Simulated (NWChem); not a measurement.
CH$_{4}$F$_{3}$NSi; SMILES FC(F)([SiH2]N)F

```xyz
10

N     -0.6072     2.2305    -0.0759
Si     0.6321     1.0447    -0.1361
C      0.0043    -0.7759     0.0816
F     -0.8751    -1.1224    -0.8753
F      1.0150    -1.6592     0.0263
F     -0.6138    -0.9574     1.2623
H     -1.0419     2.4833     0.8040
H     -1.2447     2.3550    -0.8537
H      1.2861     1.0709    -1.4728
H      1.5884     1.2611     0.9836
```
Atoms are numbered in this order, from 1.

All runs: NWChem. All runs use the structure optimised with PBE0/def2-SVP. Level: PBE0/def2-SVP with SMD (1 M gas to 1 M solution), gas-phase geometry. Reactions with the solvent are ignored.

Q: What does the run give for solvent toluene? Quantities: solvation free energy (kcal/mol); cavity-dispersion-structure term (kcal/mol); dipole in solution (D).

A: 
* **solvation free energy (kcal/mol)**: -1.4
* **cavity-dispersion-structure term (kcal/mol)**: 1.5
* **dipole in solution (D)**: 2.81
